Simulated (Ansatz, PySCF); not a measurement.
H₄BrGeNO₂, singlet, at a GFN2-xTB geometry, atoms displaced at random by about 0.08 Å a coordinate. Base run: PBE0/STO-3G, gradient run with PySCF.

The PySCF input:
```python
from pyscf import gto, scf, dft

mol = gto.M(
    atom='''
N     1.87452024   -0.19965284   -0.74330587
Ge    0.32672382    0.37046312   -0.32872632
O     0.30154708    1.90234095   -0.43023790
O    -0.34262066    0.02581002   -1.98634402
Br   -0.91018417   -0.51595527    1.27577402
H     2.65254173   -0.39839824   -0.06003655
H     1.98276103   -1.13257794   -1.49854010
H     1.02365902    2.50842613   -0.58021088
H    -1.34373898    0.11686619   -2.10374761
''',
    basis='sto-3g',
    verbose=4,
)

mf = dft.RKS(mol)
mf.xc = 'pbe0'
mf.kernel()
g = mf.nuc_grad_method()
grad = g.kernel()
```

Programs used: Ansatz (a quantum-chemistry and plane-wave program), PySCF; a row that names a program was run with it.

The coordinate followed is z of atom 4.

Variants of this job, named by their change:

```tsv
change	dE/dx (Eh/bohr)	net force (Eh/bohr)
base	-0.003425	0.000214
grid_response = on	-0.003451	0.000000
finite difference step (bohr) = 0.01; conv_tol = 1e-11	-0.003447	-
finite difference step (bohr) = 1e-3; conv_tol = 1e-11	-0.003450	-
code = ansatz	-0.003447	0.000000
finite difference step (bohr) = 0.2; conv_tol = 1e-11	-0.002169	-
conv_tol = 1e-4	-0.003375	0.000214
grids.level = 0; grid_response = off	___	0.007071
finite difference step (bohr) = 1e-5; conv_tol = 1e-11	-0.003450	-
grids.level = 5; grid_response = off	-0.003447	0.000022
grids.level = 1; grid_response = on	-0.003532	0.000000
finite difference step (bohr) = 0.05; conv_tol = 1e-11	-0.003371	-
```

Complete the blanks.


- grids.level = 0; grid_response = off, dE/dx (Eh/bohr): 0.002777

The net force is zero for an exact gradient.
